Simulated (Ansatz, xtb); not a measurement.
# Ranking isomers of AlHLiN2P

3 gas-phase structures of AlHLiN2P, found in a search over its isomers (lower ones may exist). Each was relaxed with GFN2-xTB:

A. `[Li][Al-]12[N]=[P+]1[NH]2`, a singlet
B. a singlet given by its coordinates
C. a singlet given by its coordinates

C (Å):

| atom | x (Å) | y (Å) | z (Å) |
| --- | --- | --- | --- |
| Al | -0.8212 | 0.3248 | -2.2509 |
| Li | -0.9588 | 0.4766 | 0.2157 |
| N | 0.3494 | 1.1319 | -0.9310 |
| N | 0.5208 | 1.0575 | -3.3968 |
| P | 1.3311 | 1.6600 | -2.0359 |
| H | 0.9259 | 1.2417 | -4.3075 |

Close contacts (Å): Al1–Li2 2.48, Al1–N3 1.94, Al1–N4 1.91, Al1–P5 2.54, Li2–N3 1.86, N3–P5 1.57, N4–P5 1.69, N4–H6 1.01.

B (Å):

```xyz
6

Al    0.9499    0.8200   -2.9722
Li   -0.9486    2.5327   -0.4069
N     0.1000   -0.7224   -2.3802
N    -0.0146    1.7281   -1.6598
P    -0.6374    0.2159   -1.3196
H     1.9636    1.2967   -4.0067
```

Close contacts (Å): Al1–N3 1.86, Al1–N4 1.86, Al1–P5 2.37, Li2–N4 1.76, Li2–P5 2.51, N3–P5 1.60, N4–P5 1.67, Al1–H6 1.52.

Question: Which do you expect lowest at r2SCAN-D4/def2-SVP, and how would the others follow?

Answer: Calculated order at r2SCAN-D4/def2-SVP: C (0.000), B (0.396), A (1.067) eV.

Energies above the lowest of each column, in eV:

| structure | GFN2-xTB | HF/STO-3G | r2SCAN-D4/def2-SVP |
| --- | --- | --- | --- |
| C | 0.554 | 0.000 | 0.000 |
| B | 0.000 | 0.717 | 0.396 |
| A | 0.870 | 0.660 | 1.067 |

r2SCAN-D4/def2-SVP puts C lowest; GFN2-xTB picks B. Some further structures that were screened fall inside this span and aren't listed. No reliable frequencies are at hand for these structures.

Programs: Ansatz 0.2.0, xtb 6.7.1.
